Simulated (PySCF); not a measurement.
# ECD: `C[C@@H]1CO[C@H](OC=O)O1`, C₅H₈O₄

Geometry:
| atom | x (Å) | y (Å) | z (Å) |
| --- | --- | --- | --- |
| C1 | -1.791 | -0.711 | -0.726 |
| C2 | -1.266 | -0.153 | 0.589 |
| C3 | -0.816 | 1.323 | 0.483 |
| O4 | 0.543 | 1.305 | 0.903 |
| C5 | 0.976 | 0.012 | 0.755 |
| O6 | 1.423 | -0.193 | -0.607 |
| C7 | 2.716 | -0.401 | -0.813 |
| O8 | 3.581 | -0.447 | 0.005 |
| O9 | -0.074 | -0.824 | 1.013 |
| H10 | -2.688 | -0.174 | -1.021 |
| H11 | -1.035 | -0.609 | -1.501 |
| H12 | -2.028 | -1.764 | -0.607 |
| H13 | -2.000 | -0.301 | 1.387 |
| H14 | -1.357 | 1.993 | 1.151 |
| H15 | -0.886 | 1.683 | -0.548 |
| H16 | 1.821 | -0.194 | 1.422 |
| H17 | 2.874 | -0.533 | -1.897 |

Method: TDDFT CAM-B3LYP/def2-SVPD circular dichroism and optical rotation, one conformer, gas phase (PySCF). Geometry: GFN2-xTB.

The molecule is flexible and this is one conformer; a measurement averages over conformers.

Question: What are the CIP labels of the stereocentres?

Answer: C2 R, C5 S.

Question: Which excitations and rotatory strengths does the calculation give?

Answer: Rotatory strengths R in 10⁻⁴⁰ esu² cm², velocity form and length form (origin at the centre of mass); f in length form.
| state | E (eV) | λ (nm) | f | R (velocity) | R (length) | main |
| --- | --- | --- | --- | --- | --- | --- |
| 1 | 5.91 | 210 | 0.001 | -3.0 | -3.1 | HOMO−1→LUMO 0.40, HOMO→LUMO 0.39 |
| 2 | 7.93 | 156 | 0.072 | +2.1 | +2.6 | HOMO−1→LUMO 0.27, HOMO→LUMO 0.24 |
| 3 | 8.00 | 155 | 0.040 | +32.3 | +32.3 | HOMO−1→LUMO+1 0.32, HOMO→LUMO+1 0.19 |
| 4 | 8.11 | 153 | 0.009 | -23.6 | -24.7 | HOMO−2→LUMO 0.60, HOMO→LUMO 0.12 |
| 5 | 8.28 | 150 | 0.019 | +1.3 | +1.4 | HOMO→LUMO+1 0.24, HOMO−1→LUMO+3 0.18 |
| 6 | 8.47 | 146 | 0.021 | -10.1 | -9.4 | HOMO→LUMO+2 0.39, HOMO−2→LUMO+1 0.13 |
| 7 | 8.58 | 145 | 0.025 | +15.9 | +16.6 | HOMO→LUMO+3 0.26, HOMO−1→LUMO+3 0.12 |
| 8 | 8.75 | 142 | 0.037 | -0.4 | -1.1 | HOMO−1→LUMO+2 0.53, HOMO→LUMO+5 0.09 |

Among the states computed, the strongest CD band (largest |R|) is state 3. The largest dissymmetry factor in size, g = 4R/(D+G), with D and G the electric and magnetic dipole strengths, is -0.033 for state 4 (velocity form, f = 0.009), among bands with |R| over 0.5. The mirror image has the same energies and oscillator strengths and all R with the opposite sign.
